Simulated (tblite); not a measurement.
Species: C₇H₁₀NP.
Z-matrix (Å and degrees, GFN2-xTB geometry), rows numbered from 1:
```
C 
P   1  1.8582
C   2  1.8424  1   98.57
C   2  1.8324  1   96.92  3   -99.99
C   4  1.3935  2  120.60  1   -69.27
C   5  1.3818  4  118.70  2  -178.05
C   6  1.3881  5  118.72  4     0.82
C   7  1.3854  6  118.09  5     0.07
N   8  1.3209  7  123.44  6    -0.44
H   1  1.0882  2  108.24  3   -69.73
H   1  1.0892  2  111.08  3    50.67
H   1  1.0878  2  109.67  3   172.04
H   3  1.0878  2  110.84  1   -50.19
H   3  1.0869  2  108.55  1  -170.14
H   3  1.0889  2  108.65  1    71.28
H   5  1.0806  4  119.79  2     1.94
H   6  1.0812  5  120.70  4  -179.58
H   7  1.0792  6  121.21  5   179.78
H   8  1.0831  7  121.14  6   179.69
```

Level: GFN2-xTB in tblite, geometry and Hessian alike; calculated harmonic values, unscaled, isolated species. Against measured fundamentals such values can be off by several per cent, at times by over 20. One conformer, not necessarily the lowest.

Harmonic wavenumbers (cm⁻¹): 31.3, 104.0, 144.5, 164.1, 184.3, 227.7, 264.0, 302.8, 360.6, 390.4, 457.9, 595.3, 689.3, 700.8, 713.4, 748.3, 752.7, 819.7, 858.9, 888.7, 898.1, 915.8, 934.2, 936.9, 997.2, 1090.8, 1113.1, 1146.5, 1164.8, 1244.1, 1285.8, 1309.4, 1311.9, 1395.0, 1423.6, 1429.2, 1439.8, 1446.6, 1456.4, 1556.2, 1573.9, 2989.3, 3003.0, 3010.4, 3015.6, 3020.7, 3034.0, 3045.2, 3062.3, 3074.4, 3091.1.

A = 2906, B = 995.7, C = 815.4 MHz; mass 139.055 u (most abundant isotopes); point group C1, symmetry number 1.

What is the zero-point energy?

Half the sum of the wavenumbers: 32907 cm⁻¹ = 94.09 kcal/mol.

Give the ideal-gas entropy at 350 K and 1 bar in the rigid-rotor, harmonic-oscillator model (classical rotation).

Translation 41.52, rotation 29.78, vibration 33.23: S = 104.5 cal/(mol K).

And Cp and H(350 K) − H(0)?

Cp = 43.90 cal/(mol K), of which vibrations give 35.95 (their classical limit is 51 R = 101.3); H(350 K) − H(0) = 8.95 kcal/mol without the zero-point energy, 6.17 from vibrations.

Which modes carry the vibrational entropy at 350 K?

31.3 cm⁻¹: 6.06; 104.0 cm⁻¹: 3.69; 144.5 cm⁻¹: 3.05; 164.1 cm⁻¹: 2.81; 184.3 cm⁻¹: 2.59; 227.7 cm⁻¹: 2.19 cal/(mol K); the other 45 give 12.84 together.

How do the functions run with temperature in this model?

| T (K) | S (cal/(mol K)) | Cp (cal/(mol K)) | H − H(0) (kcal/mol) | G − H(0) (kcal/mol) | ln q(vib) |
| --- | --- | --- | --- | --- | --- |
| 100 | 69.2 | 18.1 | 1.25 | -5.67 | 1.66 |
| 200 | 84.8 | 28.0 | 3.56 | -13.41 | 4.09 |
| 300 | 98.2 | 38.6 | 6.89 | -22.57 | 6.59 |
| 500 | 122.6 | 57.6 | 16.61 | -44.69 | 11.67 |
| 800 | 153.9 | 75.3 | 36.78 | -86.32 | 19.11 |
| 1000 | 171.5 | 82.8 | 52.63 | -118.89 | 23.75 |

q(vib) and H(0) count from the zero-point level.

Hindered rotation and anharmonicity are outside this model. Other conformers, if any are populated, would add a mixing term that is left out. The structure is chiral; the term R ln 2 for an equal mix with its mirror image is left out.
